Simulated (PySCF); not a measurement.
Members of one series of related molecules.

All values: B3LYP/def2-SVPD (PySCF) at PBE0-D3(BJ)/def2-SVP geometries, gas phase, one conformer each. Core orbitals are frozen in the response; Δα² is half the sum of the squared differences of the principal polarisabilities. Atoms past krypton carry effective core potentials.

**Question.** Rank by dipole moment, lowest first.
A. Nb(NEt)(NH2)3, `CC[N]=[Nb]([NH2])([NH2])[NH2]`
B. Nb(NEt)(OH)3, `CC[N]=[Nb]([OH])([OH])[OH]`
C. Nb(NEt)Cl3, `CC[N]=[Nb]([Cl])([Cl])[Cl]`
D. Nb(NEt)F3, `CC[N]=[Nb]([F])([F])[F]`
E. Nb(NEt)Me3, `CC[N]=[Nb]([CH3])([CH3])[CH3]`

**Answer.** E (0.08 D), A (0.90 D), B (1.17 D), D (2.16 D), C (2.85 D).

**Question.** Rank by mean static polarisability, lowest first.
A. Nb(NEt)Me3, `CC[N]=[Nb]([CH3])([CH3])[CH3]`
B. Nb(NEt)(OH)3, `CC[N]=[Nb]([OH])([OH])[OH]`
C. Nb(NEt)(NH2)3, `CC[N]=[Nb]([NH2])([NH2])[NH2]`
D. Nb(NEt)F3, `CC[N]=[Nb]([F])([F])[F]`
E. Nb(NEt)Cl3, `CC[N]=[Nb]([Cl])([Cl])[Cl]`

**Answer.** D (10.78 Å³), B (13.41 Å³), C (16.12 Å³), E (17.85 Å³), A (18.27 Å³).

**Question.** Rank by polarisability anisotropy Δα, highest first.
A. `CC[N]=[Nb]([Cl])([Cl])[Cl]` (Nb(NEt)Cl3)
B. `CC[N]=[Nb]([OH])([OH])[OH]` (Nb(NEt)(OH)3)
C. `CC[N]=[Nb]([NH2])([NH2])[NH2]` (Nb(NEt)(NH2)3)
D. `CC[N]=[Nb]([F])([F])[F]` (Nb(NEt)F3)
E. `CC[N]=[Nb]([CH3])([CH3])[CH3]` (Nb(NEt)Me3)

**Answer.** D (5.07 Å³), B (4.71 Å³), C (3.95 Å³), E (3.62 Å³), A (3.18 Å³).

All values together:

| SMILES | change | formula | μ (D) | HOMO (eV) | LUMO (eV) | α (Å³) | Δα (Å³) | electrons | α per electron (Å³) | ΔSCF removal energy (eV) |
| --- | --- | --- | --- | --- | --- | --- | --- | --- | --- | --- |
| CC[N]=[Nb]([Cl])([Cl])[Cl] | parent | C2H5Cl3NNb | 2.85 | -8.04 | -2.89 | 17.85 | 3.18 | 116 | 0.154 | – |
| CC[N]=[Nb]([OH])([OH])[OH] | ligand (all three): Cl to OH | C2H8NNbO3 | 1.17 | -6.90 | -0.70 | 13.41 | 4.71 | 92 | 0.146 | 8.89 |
| CC[N]=[Nb]([NH2])([NH2])[NH2] | ligand (all three): Cl to NH2 | C2H11N4Nb | 0.90 | -6.20 | -0.32 | 16.12 | 3.95 | 92 | 0.175 | – |
| CC[N]=[Nb]([CH3])([CH3])[CH3] | ligand (all three): Cl to Me | C5H14NNb | 0.08 | -6.85 | -1.27 | 18.27 | 3.62 | 92 | 0.199 | – |
| CC[N]=[Nb]([F])([F])[F] | ligand (all three): Cl to F | C2H5F3NNb | 2.16 | -7.94 | -1.78 | 10.78 | 5.07 | 92 | 0.117 | 10.12 |

Conformers: `CC[N]=[Nb]([OH])([OH])[OH]` (singlet state); `CC[N]=[Nb]([NH2])([NH2])[NH2]` (singlet state).

A dash marks a removal energy that wasn't run or isn't settled.

**Question.** Give the shifts from the parent, `CC[N]=[Nb]([Cl])([Cl])[Cl]`.

**Answer.** 
```
                       SMILES  change in μ (D)  change in HOMO (eV)  change in LUMO (eV)  change in mean α (Å³)
   CC[N]=[Nb]([OH])([OH])[OH]            -1.68                +1.14                +2.19                  -4.44
CC[N]=[Nb]([NH2])([NH2])[NH2]            -1.95                +1.84                +2.57                  -1.73
CC[N]=[Nb]([CH3])([CH3])[CH3]            -2.77                +1.19                +1.62                  +0.42
      CC[N]=[Nb]([F])([F])[F]            -0.69                +0.10                +1.11                  -7.07
```
